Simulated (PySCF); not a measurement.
Question: Give a PBE0-D3(BJ)/def2-SVP geometry of `[CH3][Tl]([CH3])[CH3]`.

Answer: 
```
atom  x, y, z in Å
C1    -0.4573    2.1704   -0.1467
Tl2    0.0112   -0.0010    0.0169
C3     2.1212   -0.6947    0.1450
C4    -1.6611   -1.4717    0.0180
H5    -0.3817    2.4626   -1.2055
H6     0.2644    2.7642    0.4313
H7    -1.4776    2.3742    0.2056
H8     2.2909   -1.1324    1.1401
H9     2.8192    0.1385   -0.0102
H10    2.3003   -1.4738   -0.6101
H11   -2.5684   -1.0167    0.4384
H12   -1.8639   -1.7663   -1.0233
H13   -1.3915   -2.3698    0.5904
```

Orientation and origin are arbitrary. Atoms count from 1 in this order. Tl2 (thallium bonded to 3 C) is planar (angles 120.5°, 120.4° and 119.1°, sum 360.0°, 0.01 Å off the plane of its three neighbours). All 3 C–Tl bonds measure 2.225 to 2.227 Å. The 4 heavy atoms lie in one plane (0.005 Å rms).

Bonds between heavy atoms (Å): C1–Tl2 2.227, Tl2–C3 2.225, Tl2–C4 2.227.

Theory: PBE0-D3(BJ)/def2-SVP geometry optimisation, gas phase, def2 core potentials past Kr (PySCF).

No frequency check.

On Intel Xeon Platinum 8559C, 4 threads, shared host with 192 logical CPUs at a one-minute load of 39, this took 11 s wall, 78 s CPU and 0.57 GiB of memory at its peak. These figures are those of the optimisation.
